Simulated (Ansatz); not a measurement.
Gas-phase electronic energies from Ansatz, PBE0-D4/def2-TZVP geometries. CCSD(T)/CBS adds triple-zeta CCSD(T) − MP2 to the extrapolated MP2 energy (def2 sets, frozen cores). DFT in def2-TZVPP. def2 core potentials past Kr. For Ge, Sb outer-core shells are correlated without core-valence functions, which leaves a few kJ/mol of doubt a bond. Scalar relativity is left out up to krypton. One conformer a species, not always the lowest.

Consider the cleavage of the Si–Sb bond: `Cl[SiH2][SbH2]` + `[OH][GeH3]` → `Cl[SiH2][O][GeH3]` + `[SbH3]`.

| level | ΔE (kJ/mol) |
| --- | --- |
| r2SCAN0-D4 | -90.4 |
| CAM-B3LYP-D4 | -101.4 |
| ωB97X-V | -93.8 |
| ωB97M-V | -94.5 |
| B2PLYP | -94.9 |
| revPBE | -67.6 |
| CCSD(T)/def2-TZVPP | -96.7 |
| SCS-MP2/def2-QZVPP | -96.1 |

(1) What does CCSD(T)/CBS give? (An estimate is asked.)

Largest T1 diagnostic among the species: 0.014.

## Answers

(1) Ansatz gave: -88.8 kJ/mol. The listed levels differ from it by -1.6, -12.6, -5.0, -5.7, -6.1, 21.2, -7.9, -7.3 kJ/mol.

From PBE to PBE0 (25 % exact exchange), in def2-TZVPP and without D4, ΔE moves by −7.1 kJ/mol. Leaving LDA and LC-ωPBE aside and taking each functional with its dispersion term where it has one, the values, not all of them listed here, spread over 31.1 kJ/mol, from BHLYP-D4 to PBE-D4. LDA lies −7.4 kJ/mol from PBE without D4.
